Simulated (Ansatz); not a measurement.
Species: 1-ethenyl-1,3,2,4-diazadisiletidine, C2H8N2Si2, net charge 0, singlet state. 
Coordinates optimised at B3LYP-D3(BJ)/def2-TZVP (Ansatz, a quantum-chemistry and plane-wave program):
```xyz
14

C      2.5368     0.9301     0.7979
C      1.6271    -0.0363     0.9364
N      0.4032    -0.1028     0.2950
Si    -0.9187    -1.2452     0.3204
N     -1.6988    -0.2005    -0.8177
Si    -0.3985     0.9455    -0.8577
H      2.3808     1.7783     0.1415
H      3.4660     0.8898     1.3458
H      1.8343    -0.8648     1.6083
H     -0.5766    -2.6045    -0.1651
H     -1.5864    -1.3960     1.6364
H     -2.5835    -0.2424    -1.2855
H      0.3017     1.0927    -2.1555
H     -0.7097     2.3031    -0.3512
```

Basis-set convergence of Hartree-Fock and CCSD correlation energies (hartree) with Ansatz. Cores are frozen in the correlated levels unless marked. No spin-orbit coupling. Non-relativistic.

```tsv
basis	functions	E(HF)	E(corr, CCSD)
aug-cc-pV(D+d)Z	228	-767.25418	-0.88719
aug-cc-pV(T+d)Z	478	(withheld)	(withheld)
```

Problem. Complete the blanks.

Solution. 
- aug-cc-pV(T+d)Z, E(HF): -767.33600
- aug-cc-pV(T+d)Z, E(corr, CCSD): -1.03805
